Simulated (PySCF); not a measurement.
**Spinor energies of W (tungsten, neutral)**

Start: [Xe] 4f14 5d3 6s2 6p1; 5d5/2 filled at m_j = +1/2, +3/2, +5/2; 6p3/2 filled at m_j = +3/2. Calculated with PySCF 2.14 in x2c-TZVPall-2c (11s11p10d2f, 108 functions): generalised Hartree-Fock with the X2C-1e Hamiltonian and a Gaussian nucleus; spin-orbit coupling (SO) screened by Boettger's factors. This is a chosen level, not necessarily the ground level.

| spinor shell | electrons | ε, screened SO (eV) | weight of nominal j (screened SO) | rms radius, screened SO (bohr) |
| --- | --- | --- | --- | --- |
| 1s1/2 | 2 | -69883.7 | 1.000 | 0.0208 |
| 2s1/2 | 2 | -12204.3 | 1.000 | 0.0838 |
| 2p1/2 | 2 | -11649.8 | 1.000 | 0.0713 |
| 2p3/2 | 4 | -10291.4 | 1.000 | 0.0787 |
| 3s1/2 | 2 | -2875.8 | 1.000 | 0.214 |
| 3p1/2 | 2 | -2629.2 | 1.000 | 0.206 |
| 3p3/2 | 4 | -2330.4 | 1.000 | 0.221 |
| 3d3/2 | 4 | -1919.9 | 1.000 | 0.195 |
| 3d5/2 | 6 | -1855.5 | 1.000 | 0.199 |
| 4s1/2 | 2 | -628.99 | 1.000 | 0.478 |
| 4p1/2 | 2 | -525.38 | 1.000 | 0.487 |
| 4p3/2 | 4 | -455.45 | 1.000 | 0.520 |
| 4d3/2 | 4 | -284.83 | 1.000 | 0.544 |
| 4d5/2 | 6 | -271.60 | 1.000 | 0.556 |
| 5s1/2 | 2 | -98.124 | 1.000 | 1.14 |
| 5p1/2 | 2 | -64.310 | 0.973 | 1.27 |
| 5p3/2 | 4 | -53.616 | 0.929 | 1.33 |
| 4f5/2 | 6 | -55.524 | 0.990 | 0.667 |
| 5d5/2 | 3 | -13.713 | 0.651 | 2.06 |
| 6s1/2 | 2 | -9.338 | 0.981 | 3.39 |
| 6p3/2 | 1 | -5.088 | 1.000 | 4.53 |

Question: Where does 4f7/2 lie, and what is the 4f spin-orbit splitting (screened SO)?

Answer: At -53.310 eV, 2.214 eV above 4f5/2.

| quantity | screened SO |
| --- | --- |
| E (hartree) | -16149.41877 |
| M_J | 6 |
| ⟨J²⟩ | 42.242 |
| ⟨L²⟩ | 21.389 |
| ⟨S²⟩ | 5.725 |

Each row is a mean over spinors that exchange with the open shell spreads, by up to 6.333 eV (5p3/2).

Rows whose weight is well below 1 are mixtures of j = l ± 1/2: exchange outweighs spin-orbit coupling there, and the label is only the starting occupation.

⟨J²⟩ departs a little from M_J(M_J + 1) because the unrestricted spinors polarise the closed shells.

Breit and QED terms are absent; they matter most for the inner s and p1/2 levels.

Densities and radii are taken from the X2C orbitals without a picture-change correction, which distorts them close to the nucleus.
